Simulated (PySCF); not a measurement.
Work out the structure from these simulated measurements.

Formula: C4H9ClOSi.

| Property | Result |
| --- | --- |
| Valence photoelectron | vertical ionisation energy: 9.72 eV [ΔSCF wB97X-D/def2-SVPD] |
| Polarisability | 90.1 au [wB97X-D/def2-SVPD] |
| XPS | Si2p3/2 107.4, Cl2p3/2 205.5, C1s 290.5, C1s 290.9, C1s 292.3, C1s 292.4, O1s 538.8, Si1s 1847.3, Cl1s 2828.1 eV [ΔSCF SCAN, pcX-2 on the ionised atom, pcseg-1 elsewhere, spin-free X2C, 2p3/2 from a spin–orbit splitting computed afterwards within the 2p shell] |
| NMR, other nuclei | isotropic shieldings of nuclei other than C and H, by class: 303 (1 O), 350 (1 Si), 993 (1 Cl) ppm [GIAO PBE0/pcSseg-1] |
| UV, first state | lowest singlet excitation: 7.36 eV (169 nm, f = 0.012) [TDDFT wB97X-D/def2-SVPD] |
| UV, strongest line | among the 10 lowest singlet transitions: S10 at 8.54 eV (145 nm, f = 0.049) [TDDFT wB97X-D/def2-SVPD] |
| Rotational structure | rotational constants A, B, C: 4.743, 0.809, 0.738 GHz [PBE0-D3(BJ)/def2-SVP] |
| Dipole | 3.50 D [wB97X-D/def2-SVPD] |
| 13C NMR | chemical shifts (computed TMS as zero) by class: 58.5 (1 C), 57.7 (1 C), 12.9 (1 C), 7.0 (1 C) ppm [GIAO PBE0/pcSseg-1] |

Electronic properties: PySCF, gas phase, density fitting. Levels stand in brackets. Isolated species at its PBE0-D3(BJ)/def2-SVP geometry (one conformer only). NMR classes are plain means over equivalent atoms (diastereotopic ones count apart unless rotation or inversion swaps them), as if these changed places fast.

Q: Propose a structure and show how it fits.

A: Numbering: `[CH3:1][O:2][C@@H:3]1[CH2:4][C@@H:5]1[SiH2:6][Cl:7]`. Its formula, C4H9ClOSi, gives 1 degree of unsaturation: 1 ring and 0 π bonds in the structure found. 4 carbons fall into 4 classes; from least to most shielded: ring sp3 carbon bound to oxygen [C3] (58.5 ppm), methoxy carbon [C1] (57.7 ppm), three-membered-ring carbon [C4] (12.9 ppm), ring sp3 carbon bound to silicon [C5] (7.0 ppm). The other shieldings belong to: 303 ppm, ether oxygen [O2]; 350 ppm, chlorine-bound silicon [Si6]; 993 ppm, silicon-bound chlorine [Cl7]. The core levels belong to: Si2p3/2 107.4 eV, chlorine-bound silicon [Si6]; Cl2p3/2 205.5 eV, silicon-bound chlorine [Cl7]; C1s 290.5 eV, sp3 carbon bound to silicon [C5]; C1s 290.9 eV, three-membered-ring carbon [C4]; C1s 292.3 eV, sp3 carbon bound to oxygen [C3]; C1s 292.4 eV, methoxy carbon [C1]; O1s 538.8 eV, ether oxygen [O2]; Si1s 1847.3 eV, chlorine-bound silicon [Si6]; Cl1s 2828.1 eV, silicon-bound chlorine [Cl7]. The first electron is taken from the HOMO, whose largest Löwdin shares are 0.39 on the ether oxygen, 0.18 on the three-membered-ring carbon, 0.13 on the sp3 carbon bound to oxygen and 0.06 on the sp3 carbon bound to silicon. The optimised geometry has point group C1 and is an asymmetric top. Structure: `CO[C@@H]1C[C@@H]1[SiH2]Cl`. Computed isomers that give other values at the same levels: `C=C(C)O[SiH2]CCl` (13C chemical shifts (computed TMS as zero) by class: 165.7 (1 C), 91.5 (1 C), 28.2 (1 C), 24.1 (1 C) ppm); `C=CC[Si@@H](O)CCl` (13C chemical shifts (computed TMS as zero) by class: 142.6 (1 C), 121.7 (1 C), 34.1 (1 C), 24.5 (1 C) ppm); `ClC[C@@H]1CC[SiH2]O1` (13C chemical shifts (computed TMS as zero) by class: 80.9 (1 C), 53.3 (1 C), 33.8 (1 C), 10.1 (1 C) ppm). The assignments are read from this structure; whether some other isomer fits the data as well wasn't checked. The mirror image fits equally.

The values belong to the conformer `[CH3:1][O:2][C@@H:3]1[CH2:4][C@@H:5]1[SiH2:6][Cl:7]`: C1–O2–C3–C4 -83°, C4–C5–Si6–Cl7 107°.
